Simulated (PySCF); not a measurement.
Te(CH3)2, optimised at PBE0/def2-TZVP:

```xyz
9

C      1.5603    -0.0635     0.0754
Te     0.0347     0.5991    -1.2664
C     -1.5839     0.0439     0.0136
H      1.4584    -1.1322     0.2538
H      2.5183     0.1355    -0.4034
H      1.4988     0.4913     1.0096
H     -1.5623    -1.0290     0.1944
H     -2.5066     0.3073    -0.5021
H     -1.5213     0.5944     0.9503
```

Energies from PySCF (xtb for GFN2), thermal terms from the rigid-rotor harmonic-oscillator model, ideal gas at 1 bar. All species are closed-shell singlets. Te: scalar-relativistic def2 core potential, no spin-orbit coupling.

Task: List the harmonic frequencies (cm⁻¹, unscaled) at this level and at the other levels, each on its own geometry.

Result: 
- PBE0/def2-TZVP: 119, 127, 170, 544, 550, 788, 825, 857, 901, 1250, 1266, 1448, 1456, 1458, 1464, 3072, 3076, 3175, 3176, 3177, 3182
- GFN2-xTB: 110, 112, 166, 544, 547, 798, 840, 855, 861, 1291, 1306, 1469, 1469, 1474, 1475, 3046, 3054, 3058, 3058, 3081, 3083
- PBE/def2-SVP: 108, 122, 162, 507, 512, 752, 785, 817, 859, 1182, 1200, 1379, 1386, 1388, 1394, 2992, 2995, 3113, 3113, 3114, 3118
